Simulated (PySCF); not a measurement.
Spinor energies of Mo²⁺ (molybdenum, charge +2)

Start: [Kr] 4d3 5s1; 4d5/2 filled at m_j = +1/2, +3/2, +5/2; 5s1/2 filled at m_j = +1/2. Calculated with PySCF 2.14 in x2c-TZVPall-2c with one added diffuse shell each of s, p, d type (9s10p8d1f, 86 functions): generalised Hartree-Fock with the X2C-1e Hamiltonian and a Gaussian nucleus; one run each with spin-orbit coupling (SO) switched off, then screened by Boettger's factors. This is a chosen level, not necessarily the ground level.

```tsv
spinor shell	electrons	ε, spin-free (eV)	ε, screened SO (eV)	weight of nominal j (screened SO)	rms radius, screened SO (bohr)
1s1/2	2	-20131.1	-20130.1	1.000	0.0404
2s1/2	2	-2939.3	-2939.1	1.000	0.166
2p1/2	2	-2623.7	-2697.2	1.000	0.145
2p3/2	4	-2623.7	-2589.3	1.000	0.149
3s1/2	2	-552.56	-552.53	1.000	0.456
3p1/2	2	-446.24	-458.86	1.000	0.455
3p3/2	4	-446.24	-440.36	1.000	0.465
3d3/2	4	-273.29	-275.29	0.979	0.452
3d5/2	6	-273.29	-271.96	0.986	0.455
4s1/2	2	-102.43	-102.45	1.000	1.17
4p1/2	2	-70.446	-73.227	0.741	1.30
4d5/2	3	-31.242	-31.198	0.765	1.78
5s1/2	1	-22.257	-22.263	1.000	3.13
```

Problem. Where does 4p3/2 lie, and what is the 4p spin-orbit splitting (screened SO)?

Solution. At -69.149 eV, 4.078 eV above 4p1/2.

| quantity | spin-free | screened SO |
| --- | --- | --- |
| E (hartree) | -4045.01859 | -4045.48915 |
| M_J | 5 | 5 |
| ⟨J²⟩ | 30.008 | 30.008 |
| ⟨L²⟩ | 12.006 | 12.070 |
| ⟨S²⟩ | 6.001 | 5.983 |

Each row is a mean over spinors that exchange with the open shell spreads, by up to 7.868 eV (4p3/2).

Rows whose weight is well below 1 are mixtures of j = l ± 1/2: exchange outweighs spin-orbit coupling there, and the label is only the starting occupation.

Breit and QED terms are absent; they matter most for the inner s and p1/2 levels.

Densities and radii are taken from the X2C orbitals without a picture-change correction, which distorts them close to the nucleus.

Without spin-orbit coupling the j labels of p, d and f shells carry no meaning; the spin-free column gives the mean over the occupied spinors of each nl shell.
